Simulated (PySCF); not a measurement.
Li (lithium, neutral): UHF calculation

Configuration: [He] 3d1, 2D determinant (an excited configuration). Calculation: PySCF 2.14, in aug-cc-pCVTZ-DK with one added diffuse shell each of s, p, d, f type (8s7p5d3f, 75 functions); scalar relativity by spin-free X2C-1e.

| Quantity | Value |
| --- | --- |
| Total energy | -7.290504 hartree |
| One-electron energy | -9.1883 hartree |
| Hartree (Coulomb) energy | 3.6027 hartree |
| Exchange energy | -1.7049 hartree |
| ⟨S²⟩ | 0.7500 |
| ⟨L²⟩ | 6.000 |
| Sum of ⟨r⟩ | 10.29 bohr |
| Sum of ⟨r²⟩ | 92.74 bohr² |
| Traceless quadrupole moment −½Σ⟨3z² − r²⟩ along its main axis | 26.2 e·bohr² |
| Langevin diamagnetic susceptibility | -73.5 ×10⁻⁶ cm³/mol |

```csv
shell,electrons,mean orbital energy (hartree),"rms radius, mean of both spins (bohr)"
1s β,1,-2.66962,0.667
1s α,1,-2.66962,0.667
3d α,1,-0.05346,9.58
```

The outer electron is Rydberg-like, and this basis confines it to a smaller radius and binds it less than a complete one would.

Spin-orbit constants ζ (cm⁻¹) from the X2C one-electron operator on these orbitals: bare nucleus, nucleus screened by l(l+1)(2l+1)/3 electrons, and screened by the Breit-Pauli mean field of the electrons.

| shell | bare | screened nucleus | mean field |
| --- | --- | --- | --- |
| 3d | 0.05331 | 0.01777 | 0.01535 |

To first order the Landé constant is A = 0.01535 cm⁻¹, so the lowest level has J = 3/2 and lies 2.85e-06 eV below the centre of the term.
